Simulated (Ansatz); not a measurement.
Computed with Ansatz on PBE0-D4/def2-TZVP structures; ΔE is electronic, products minus reactants. CCSD(T)/CBS adds triple-zeta CCSD(T) − MP2 to the extrapolated MP2 energy (def2 sets, frozen cores). This one scheme is used for every species, atoms too. DFT in def2-TZVPP. No spin–orbit coupling; open shells (•) take unrestricted orbitals. Spin–orbit coupling would lower the free atoms: a little for B, C.

Consider the atomization: `BC=NB` → 2 B• + C• + 5 H• + N•.

```csv
species,BHLYP-D4 energy (Eh)
`BC=NB`,-145.50668
B•,-24.65379
C•,-37.84774
H•,-0.49854
N•,-54.59085
```

Task: Work out ΔE.

Result: ΔE = 5 × (-0.49854) + 2 × (-24.65379) + (-37.84774) + (-54.59085) − (-145.50668) = 1.26781 Eh = +795.6 kcal/mol. CCSD(T)/CBS gives +803.3 kcal/mol.

Largest T1 diagnostic among the species: 0.017.

In def2-TZVPP, CCSD(T) changes the Hartree–Fock value by +181.8 kcal/mol (the triples alone add +12.2 kcal/mol) and MP2 by +194.7 kcal/mol; breaking electron pairs costs correlation energy, which Hartree–Fock lacks. Leaving LDA and LC-ωPBE aside and taking each functional with its dispersion term where it has one, the values, not all of them listed here, spread over 38.8 kcal/mol, from BHLYP-D4 to PBE-D4. LDA lies +94.6 kcal/mol from PBE without D4, its usual overbinding. From r2SCAN to r2SCAN0 (25 % exact exchange), in def2-TZVPP and without D4, ΔE moves by −14.1 kcal/mol: exact exchange takes away binding that semilocal exchange gives to molecules.

For atomizations the MP2-based limit and the directly extrapolated one differ by several kJ/mol either way, and by 10 to 25 for some Ge, Se and Sn compounds, so smaller differences from it don't rank the levels.
